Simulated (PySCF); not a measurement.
CClF₂, SMILES F[C](F)Cl, multiplicity 2. Atoms are numbered in the order given.

```xyz
4

F     -1.0528     0.0781     1.0804
C     -0.4198    -0.3224     0.0000
F     -1.0528     0.0781    -1.0804
Cl     1.2629     0.0311     0.0000
```
Charge 0, spin multiplicity 2.

Geometry optimised at PBE0-D3(BJ)/def2-TZVP. The isomer is the one that the SMILES or the coordinates give; other isomers of the formula were not compared.

Level of theory: B3LYP/pcH-1 (PySCF).

Unrestricted Kohn–Sham, ⟨S²⟩ = 0.752. Hyperfine tensors hold the contact and dipolar terms, without spin-orbit corrections.

Computed hyperfine couplings:
```
nucleus     A(iso) (MHz)  A(iso) (G)  dipolar principal values (MHz)
----------  ------------  ----------  ------------------------------
19F no. 1          282.6       100.8           -218.1, -202.4, 420.5
13C no. 2          632.0       225.5             -70.1, -70.1, 140.2
19F no. 3          282.6       100.8           -218.1, -202.4, 420.5
35Cl no. 4          40.9        14.6              -31.3, -25.4, 56.7
```

Q: And the g tensor (effective nuclear charges for spin-orbit coupling, GIAO)? (The exact figures need the calculation; the answer reports its results.)

A: principal values 2.0014, 2.0057, 2.0079; isotropic 2.0050.
